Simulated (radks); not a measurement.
Ionisation of the praseodymium ion Pr2+, [Xe] 4f3, to [Xe] 4f2 as the strength of local exchange is varied. All-electron calculation, Dirac Kohn-Sham, Slater X-alpha exchange (alpha = 2/3 is LDA exchange), no correlation, spin-unpolarised, spherical densities, finite nucleus; open shells fill j = l - 1/2 first; Fermi nuclear charge, rms radius 4.8919 fm. Program: a radial shooting solver on a logarithmic mesh with Libxc functionals.

alpha  E(Pr2+) (hartree)  exchange (hartree)  IE (eV)  -e of the level emptied (eV)  <r> of it (bohr)
0.654         -9225.2638           -199.8758   19.986                12.398 (4f5/2)             1.158
0.667         -9229.2378           -203.9369   20.309                12.669 (4f5/2)             1.151
0.729         -9248.2139           -223.3513   21.887                14.006 (4f5/2)             1.117
0.764         -9258.9434           -234.3444   22.804                14.794 (4f5/2)             1.100
0.842         -9282.8992           -258.9297   24.909                16.629 (4f5/2)             1.066
0.891         -9297.9796           -274.4353   26.274                17.834 (4f5/2)             1.047
0.991         -9328.8303           -306.2250   29.155                20.407 (4f5/2)             1.012
?             -9324.5052           -301.7627   28.744                20.038 (4f5/2)             1.017

Which alpha was used in the last row?

Answer. alpha = 0.977. NIST Atomic Spectra Database: 21.624 eV (measured). The Delta-SCF value meets it near alpha = 0.72. Spin polarisation and multiplet splitting are left out, so open shells lie too high by an amount that depends on their filling.

Beside tabulated values, note that spin-unpolarised runs miss the spin-polarisation part of the exchange energy of open shells.
